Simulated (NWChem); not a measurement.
System: CH4OZn; SMILES [CH3][Zn][OH]

The following NWChem deck was run.

```
start job
memory heap 200 mb stack 900 mb global 1100 mb
geometry units angstroms noautoz
  Zn     0.016993     0.044129     0.006970
  C     -0.003673    -1.883362    -0.009407
  H      0.946901    -2.289943    -0.388717
  H     -0.811575    -2.258882    -0.657185
  H     -0.165920    -2.289743     1.001142
  O     -0.083649     1.818191    -0.027307
  H      0.690244     2.293723     0.287700
end
basis spherical
  * library def2-tzvp
end
dft
  xc r2scan
  iterations 200
  convergence diis 3
end
task dft gradient
```

Output (shortened):

```
             Northwest Computational Chemistry Package (NWChem) 7.3.0
             --------------------------------------------------------

 C1  symmetry detected

                             Geometry "geometry" -> ""
                             -------------------------

 Output coordinates in angstroms (scale by  1.889725989 to convert to a.u.)

  No.       Tag          Charge          X              Y              Z
 ---- ---------------- ---------- -------------- -------------- --------------
    1 Zn                  30.0000     0.00796225    -0.04358352    -0.00023823
    2 C                    6.0000    -0.02684080     1.88377360     0.00010111
    3 H                    1.0000     0.70959354     2.29658699     0.70722535
    4 H                    1.0000    -1.02075837     2.25548705     0.29555706
    5 H                    1.0000     0.20043144     2.28761558    -0.99886730
    6 O                    8.0000    -0.08944102    -1.81815730     0.00023264
    7 H                    1.0000     0.74843898    -2.28956718     0.00076393

 Effective nuclear repulsion energy (a.u.)     171.2226376070

                                 NWChem DFT Module
                                 -----------------

 Summary of "ao basis" -> "ao basis" (spherical)
 ------------------------------------------------------------------------------
       Tag                 Description            Shells   Functions and Types
 ---------------- ------------------------------  ------  ---------------------
 Zn                        def2-tzvp                16       48   6s5p4d1f
 C                         def2-tzvp                11       31   5s3p2d1f
 H                         def2-tzvp                 4        6   3s1p
 O                         def2-tzvp                11       31   5s3p2d1f

            General Information
            -------------------
          SCF calculation type: DFT
          Wavefunction type:  closed shell.
          No. of atoms     :     7
          No. of electrons :    48
           Alpha electrons :    24
            Beta electrons :    24
          Charge           :     0
          Spin multiplicity:     1
          Use of symmetry is: off; symmetry adaption is: off
          Maximum number of iterations: 200
          AO basis - number of functions:   134
                     number of shells:    54
          Convergence on energy requested:  1.00D-06
          Convergence on density requested:  1.00D-05
          Convergence on gradient requested:  5.00D-04

              XC Information
              --------------
                      r^2SCAN Method XC Functional
               r^2SCAN metaGGA Exchange Functional  1.000
                     r^2SCAN Correlation Potential  1.000

             Grid Information
             ----------------
          Grid used for XC integration:  medium
          Radial quadrature: Mura-Knowles
          Angular quadrature: Lebedev.
          Tag              B.-S. Rad. Rad. Pts. Rad. Cut. Ang. Pts.
          ---              ---------- --------- --------- ---------
          Zn                  1.35      112          10.0       590
          C                   0.70       49          12.0       434
          H                   0.35       45          12.0       434
          O                   0.60       49          11.0       434
          Grid pruning is: on
          Number of quadrature shells:   390
          Spatial weights used:  Erf1

      Superposition of Atomic Density Guess
      -------------------------------------

 Sum of atomic energies:       -1892.26193210

      Non-variational initial energy
      ------------------------------

 Total energy =   -1893.179558
 1-e energy   =   -2980.292962
 2-e energy   =     915.890767
 HOMO         =      -0.375836
 LUMO         =      -0.035994

   convergence    iter        energy       DeltaE   RMS-Dens  Diis-err
 ---------------- ----- ----------------- --------- --------- ---------
 d= 0,ls=0.0,diis     1  -1895.0183073626 -2.07D+03  1.20D-02  1.12D+00
 d= 0,ls=0.0,diis     2  -1894.4113733882  6.07D-01  9.38D-03  6.40D+00
 d= 0,ls=0.0,diis     3  -1895.1105591802 -6.99D-01  1.70D-03  1.07D-01
  Resetting Diis
 d= 0,ls=0.0,diis     4  -1895.1159963106 -5.44D-03  6.64D-04  1.01D-01
 d= 0,ls=0.0,diis     5  -1895.1217578392 -5.76D-03  3.11D-04  3.60D-03
 d= 0,ls=0.0,diis     6  -1895.1212190251  5.39D-04  2.31D-04  1.66D-02
 d= 0,ls=0.0,diis     7  -1895.1219190171 -7.00D-04  3.84D-05  1.72D-04
 d= 0,ls=0.0,diis     8  -1895.1219267468 -7.73D-06  2.31D-05  1.37D-05
 d= 0,ls=0.0,diis     9  -1895.1219279543 -1.21D-06  1.02D-05  5.18D-06
 d= 0,ls=0.0,diis    10  -1895.1219284526 -4.98D-07  3.85D-06  1.78D-06

         Total DFT energy =    -1895.121928452638
      One electron energy =    -2981.324177192810
           Coulomb energy =     1001.570739768069
    Exchange-Corr. energy =      -86.591128634864
 Nuclear repulsion energy =      171.222637606967

 Numeric. integr. density =       48.000004776012

                       DFT Final Molecular Orbital Analysis
                       ------------------------------------

 Vector   22  Occ=2.000000D+00  E=-2.887215D-01
              MO Center=  4.6D-02, -1.1D-01,  5.8D-04, r^2= 3.2D+00
   Bfn.  Coefficient  Atom+Function         Bfn.  Coefficient  Atom+Function
  ----- ------------  ---------------      ----- ------------  ---------------
     5      0.487000  1 Zn s                 55     -0.192075  2 C  py
   103      0.189971  6 O  px                 6      0.176972  1 Zn s
     4     -0.165208  1 Zn s                 58     -0.164721  2 C  py
     3     -0.162548  1 Zn s                104      0.158482  6 O  py
   102     -0.155356  6 O  s                106      0.154740  6 O  px

 Vector   23  Occ=2.000000D+00  E=-2.618784D-01
              MO Center= -9.1D-02, -2.5D-01,  2.6D-04, r^2= 3.9D+00
   Bfn.  Coefficient  Atom+Function         Bfn.  Coefficient  Atom+Function
  ----- ------------  ---------------      ----- ------------  ---------------
   104      0.268449  6 O  py               107      0.238318  6 O  py
    55      0.233619  2 C  py                58      0.230429  2 C  py
   103      0.199822  6 O  px               110      0.181335  6 O  py
   106      0.166294  6 O  px                17     -0.162949  1 Zn py
    61      0.143601  2 C  py                11      0.132816  1 Zn py

 Vector   24  Occ=2.000000D+00  E=-2.461265D-01
              MO Center= -5.7D-02, -1.7D+00, -1.2D-03, r^2= 1.1D+00
   Bfn.  Coefficient  Atom+Function         Bfn.  Coefficient  Atom+Function
  ----- ------------  ---------------      ----- ------------  ---------------
   105      0.444778  6 O  pz               108      0.375862  6 O  pz
   111      0.308981  6 O  pz                23      0.147551  1 Zn d -1
    18      0.094500  1 Zn pz                28      0.087852  1 Zn d -1
    21      0.054180  1 Zn pz                12     -0.050954  1 Zn pz
    33      0.031978  1 Zn d -1              94      0.030327  5 H  s

 Vector   25  Occ=0.000000D+00  E=-2.643468D-02
              MO Center=  6.0D-01, -9.9D-02, -1.4D-03, r^2= 5.1D+00
   Bfn.  Coefficient  Atom+Function         Bfn.  Coefficient  Atom+Function
  ----- ------------  ---------------      ----- ------------  ---------------
     6      1.255233  1 Zn s                 53     -0.862345  2 C  s
   102     -0.490235  6 O  s                 61      0.323306  2 C  py
     5      0.308250  1 Zn s                 19      0.222630  1 Zn px
    52     -0.215879  2 C  s                 88      0.185948  4 H  s
   110     -0.173953  6 O  py                26     -0.156720  1 Zn d  2

 Vector   26  Occ=0.000000D+00  E=-2.832694D-03
              MO Center= -5.0D-01,  7.6D-02, -1.7D-02, r^2= 4.8D+00
   Bfn.  Coefficient  Atom+Function         Bfn.  Coefficient  Atom+Function
  ----- ------------  ---------------      ----- ------------  ---------------
    19      0.705532  1 Zn px                16      0.452828  1 Zn px
    53      0.404895  2 C  s                  6     -0.392546  1 Zn s
    82     -0.213369  3 H  s                102      0.213022  6 O  s
   131     -0.214008  7 H  s                 20     -0.197848  1 Zn py
    88      0.167185  4 H  s                 10     -0.161563  1 Zn px

 Vector   27  Occ=0.000000D+00  E= 2.613543D-03
              MO Center=  1.8D-02, -1.7D-02,  2.1D-02, r^2= 5.0D+00
   Bfn.  Coefficient  Atom+Function         Bfn.  Coefficient  Atom+Function
  ----- ------------  ---------------      ----- ------------  ---------------
    21      0.737545  1 Zn pz                18      0.458992  1 Zn pz
    94      0.224266  5 H  s                111     -0.170913  6 O  pz
    12     -0.162793  1 Zn pz                82     -0.157600  3 H  s
   105     -0.148361  6 O  pz               108     -0.115395  6 O  pz
    93      0.067888  5 H  s                 88     -0.064629  4 H  s

     Multipole analysis of the density
     ---------------------------------

     L   x y z        total         alpha         beta         nuclear
     -   - - -        -----         -----         ----         -------
     0   0 0 0     -0.000000    -24.000000    -24.000000     48.000000

[...]

                         DFT ENERGY GRADIENTS

    atom               coordinates                        gradient
                 x          y          z           x          y          z
   1 Zn      0.015046  -0.082361  -0.000450   -0.000307  -0.005331  -0.000004
   2 C      -0.050722   3.559816   0.000191    0.000302  -0.002702   0.000021
   3 H       1.340937   4.339920   1.336462    0.003605   0.003034   0.003497
   4 H      -1.928954   4.262253   0.558522   -0.004867   0.002636   0.001424
   5 H       0.378761   4.322967  -1.887585    0.001071   0.002940  -0.004937
   6 O      -0.169019  -3.435819   0.000440    0.000466  -0.000551  -0.000001
   7 H       1.414345  -4.326655   0.001444   -0.000270  -0.000027  -0.000001
```

Level: r2SCAN/def2-TZVP. All runs use the structure optimised with PBE0/def2-SVP.
